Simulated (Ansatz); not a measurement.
`CC(F)C=N` and `CBC(C)F` differ in one atom or group.

Ansatz, PBE0-D4/def2-TZVP geometries, multiplicity 1. Each molecule was computed in one conformer, which needn't be the lowest.

```
                               property  `CC(F)C=N`
    HOMO–LUMO gap (PBE/def2-TZVPP) / eV        4.77
  HOMO energy (ωB97M-V/def2-TZVPP) / eV      -10.15
     LUMO energy (PBE0/def2-TZVPP) / eV       -0.30
      LUMO energy (PBE/def2-TZVPP) / eV       -1.43
    HOMO energy (B3LYP/def2-TZVPP) / eV       -7.52
HOMO–LUMO gap (ωB97M-V/def2-TZVPP) / eV       12.04
```

(1) What does the change do to each property? (Estimate.)

Results:

(1) The calculation gave: 
```json
{"property": "HOMO–LUMO gap (PBE/def2-TZVPP) / eV", "`CBC(C)F`": "4.76", "shift": "-0.01"}
{"property": "HOMO energy (ωB97M-V/def2-TZVPP) / eV", "`CBC(C)F`": "-10.68", "shift": "-0.53"}
{"property": "LUMO energy (PBE0/def2-TZVPP) / eV", "`CBC(C)F`": "-1.02", "shift": "-0.72"}
{"property": "LUMO energy (PBE/def2-TZVPP) / eV", "`CBC(C)F`": "-2.03", "shift": "-0.60"}
{"property": "HOMO energy (B3LYP/def2-TZVPP) / eV", "`CBC(C)F`": "-8.14", "shift": "-0.62"}
{"property": "HOMO–LUMO gap (ωB97M-V/def2-TZVPP) / eV", "`CBC(C)F`": "11.59", "shift": "-0.45"}
```

With PBE0 the HOMO falls by 0.57 eV and the LUMO falls by 0.72 eV, so the gap narrows by about 0.15 eV. PBE moves the HOMO by -0.59 eV and ωB97M-V by -0.53 eV.

B3LYP here is the variant with VWN-RPA as its local correlation; programs differ in this.
